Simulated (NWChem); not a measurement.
System: CCl₃F; SMILES FC(Cl)(Cl)Cl

NWChem input:

```
start job
memory heap 200 mb stack 900 mb global 1100 mb
geometry units angstroms noautosym nocenter noautoz
  F      0.000000     0.000000     1.581889
  C      0.000000     0.000000     0.255563
  Cl     1.316118    -1.035361    -0.308385
  Cl    -1.554708    -0.622112    -0.308385
  Cl     0.238589     1.657472    -0.308385
end
basis spherical
  * library def2-svpd
end
dft
  xc xpbe96 cpbe96
  iterations 150
end
property
  response 1 0.0
end
task dft property
```

Geometry: optimised at PBE0/def2-SVP.

Static field.

Q: What results follow from this input? (PBE/def2-SVPD.) Quantities: isotropic polarisability (bohr³); anisotropy (bohr³).

A: The isotropic polarisability (bohr³) is 58.9. The anisotropy (bohr³) comes out as 15.1.
